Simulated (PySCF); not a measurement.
# Electron correlation in As (arsenic, neutral)

[Ar] 3d10 4s2 4p3, high-spin 4S determinant. Calculation: PySCF 2.14, in aug-cc-pVQZ-DK; scalar relativity by spin-free X2C-1e. Frozen: [Ar] 3d10; 5 electrons correlated.

```tsv
level	correlation energy (mhartree)
CCSD	-88.83
(T)	-3.34
CCSD(T)	-92.17
```

Diagnostics: T1 = 0.0035, D1 = 0.0088, largest double amplitude 0.031.

Task: Is a single reference adequate?

Result: Yes, within this model without spin-orbit coupling: T1 lies below 0.03 and no double amplitude reaches 0.07.
